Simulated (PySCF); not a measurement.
Q: What does the PBE0-D3(BJ)/def2-SVP structure of `C[C@H]1C[C@H]([Si@@H]([SiH3])[SiH2][SiH3])C1` look like in three dimensions?

A: 
```
atom  x, y, z in Å
C1     3.554   -0.317    0.304
C2     2.072   -0.482    0.057
C3     1.093    0.554    0.648
C4     0.280    0.496   -0.670
Si5   -1.287   -0.566   -0.586
Si6   -0.870   -2.747    0.175
Si7   -2.799    0.464    0.886
Si8   -3.011    2.725    0.302
C9     1.505   -0.169   -1.344
H10    3.893    0.690    0.008
H11    3.801   -0.454    1.369
H12    4.141   -1.050   -0.272
H13    1.761   -1.497    0.362
H14    1.578    1.535    0.778
H15    0.585    0.297    1.592
H16   -0.017    1.473   -1.086
H17   -1.916   -0.645   -1.946
H18    0.105   -3.471   -0.701
H19   -2.149   -3.525    0.203
H20   -0.317   -2.708    1.566
H21   -4.138   -0.206    0.850
H22   -2.280    0.370    2.289
H23   -1.662    3.373    0.328
H24   -3.913    3.468    1.236
H25   -3.558    2.836   -1.086
H26    1.336   -1.015   -2.030
H27    2.126    0.576   -1.869
```

Orientation and origin are arbitrary. Atoms count from 1 in this order. The 4-membered ring C2–C3–C4–C9 has internal angles of 88.4° to 89.0°; it is puckered, 0.11 Å rms from its mean plane, widest ring torsion 17°. All 3 Si–Si bonds measure 2.345 to 2.348 Å. Si6 (SiH3 silicon) is tetrahedral (angles from 108.2° to 112.0°). Si7 (SiH2 silicon) is tetrahedral (angles from 107.7° to 111.4°).

Bonds between heavy atoms (Å): C1–C2 1.512, C2–C3 1.543, C3–C4 1.549, C4–Si5 1.895, Si5–Si6 2.348, Si5–Si7 2.348, Si7–Si8 2.345, C4–C9 1.548, C2–C9 1.543.

Computed with PBE0-D3(BJ)/def2-SVP geometry optimisation, gas phase (PySCF).

Point group: C1 (no symmetry element, even within 0.4 Å). Whether it is a minimum is left open (no frequencies). One conformer, not necessarily the lowest (C3–C4–Si5–Si6 -54°, C4–Si5–Si7–Si8 50°, C1–C2–C3–C4 140°, C2–C3–C4–Si5 101°, C3–C4–C9–C2 17°, C1–C2–C9–C4 -140°).

The run took 12 min wall on one thread, Arm Neoverse N1 (aarch64), shared host with 64 logical CPUs at a one-minute load of 57, and the process peaked at 1.1 GiB of memory. This is the geometry optimisation.
